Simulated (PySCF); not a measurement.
Compound: C6H8BNO2.
Atom-mapped SMILES: `[CH3:1][c:2]1[cH:3][cH:4][c:5]([B:6]([OH:7])[OH:8])[n:9][cH:10]1` (hydrogens: H11, H12, H13 on C1; H14 on C3; H15 on C4; H16 on O7; H17 on O8; H18 on C10)

A linear-response calculation (PySCF, def2-SVPD basis, gas phase, vertical, core orbitals frozen in the response) gave these numbers; the functional is withheld.

Orbital energies (eV): HOMO-3 -10.70, HOMO-2 -9.62, HOMO-1 -9.05, HOMO -8.66, LUMO -0.16, LUMO+1 0.31, LUMO+2 0.82.

```csv
state,E (eV),f,"main configurations (H = HOMO, L = LUMO)"
S1,4.92,0.0036,H-1→L (96%)
S2,5.29,0.092,"H→L (61%), H→L+1 (17%), H-2→L+1 (11%)"
S3,5.46,0.0005,H-1→L+1 (96%)
S4,5.93,0.150,"H→L+1 (49%), H→L (26%), H-2→L (22%)"
S5,6.92,0.321,"H-2→L (61%), H→L+1 (31%)"
S6,7.01,0.0006,H-4→L (86%)
```

Triplets, Tamm–Dancoff:

| state | E (eV) | λ (nm) | main configurations (H = HOMO, L = LUMO) |
| --- | --- | --- | --- |
| T1 | 3.95 | 314.1 | H→L (64%), H→L+1 (17%) |
| T2 | 4.28 | 289.9 | H-1→L (86%), H-1→L+1 (8%) |
| T3 | 4.42 | 280.7 | H→L+1 (57%), H→L (30%) |
| T4 | 4.82 | 257.0 | H-2→L (66%), H→L+1 (18%), H-2→L+1 (10%) |

Vertical ionisation energy by ΔSCF with the same functional: 9.31 eV. Mean static polarisability: 97.6 au.

**Question.** Name the functional.
A. HF
B. PBE0
C. CAM-B3LYP
D. PBE

**Answer.** C. CAM-B3LYP is range-separated, 19% exact exchange at short range and 65% at long range (ω = 0.33 bohr⁻¹). In this run −ε(HOMO) = 8.66 eV differs from the ΔSCF value by -0.65 eV, and S1 differs from the orbital gap of 8.50 eV by -3.58 eV. The ratio −ε(HOMO)/IP is 0.93. Small neutral molecules mostly give 0.85 to 0.93 with CAM-B3LYP, 0.5 to 0.7 with PBE, 0.7 to 0.83 with PBE0; Hartree–Fock can't fall below 1, since the ion's relaxation only lowers the ΔSCF value. The other options: PBE, a GGA without exact exchange; HF, time-dependent Hartree–Fock, 100% exact exchange; PBE0, a global hybrid with 25% exact exchange.

Level of theory: PySCF 2.14.0, density-fitted response routines, TDDFT CAM-B3LYP/def2-SVPD, vertical, gas phase, core orbitals frozen in the response. Geometry: PBE0-D3(BJ)/def2-SVP, one conformer, isolated molecule.

The values belong to the conformer `[CH3:1][c:2]1[cH:3][cH:4][c:5]([B:6]([OH:7])[OH:8])[n:9][cH:10]1`: C4–C5–B6–O7 180°, H–O7–B6–C5 0°, H–O8–B6–C5 180°.
